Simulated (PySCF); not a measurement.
## Stationary points of NbF₄⁺

Method: PySCF, PBE0, basis Nb def2-SVP with ECP28, F def2-SVP (scalar-relativistic core potentials, no spin–orbit coupling, density fitting).

Relaxations began from a few typed shapes. The search is not exhaustive: other isomers or separated fragments can lie lower, and high-lying points may rest on an excited occupation.

| spin | group | bonds | angles | imaginary modes (cm⁻¹) | ΔE (kJ/mol) | ΔE with ZPE (kJ/mol) |
| --- | --- | --- | --- | --- | --- | --- |
| singlet | Td | Nb–F 1.787 Å (×4) | F–Nb–F 109.5° (×6) | none | 0.0 | 0.0 |
| singlet | D4h | Nb–F 1.820 Å (×4) | F–Nb–F 90.0° (×4), F–Nb–F 180.0° (×2) | 229i, 190i | 276.8 | – |

The lowest minimum found is the singlet Td: Nb–F 1.787 Å (×4); F–Nb–F 109.5° (×6).

Formally Nb is in oxidation state +5, d0. The polar-tensor charge on Nb, 3.17, is below the formal one.

For the lowest minimum: stability towards spin polarisation was not tested.
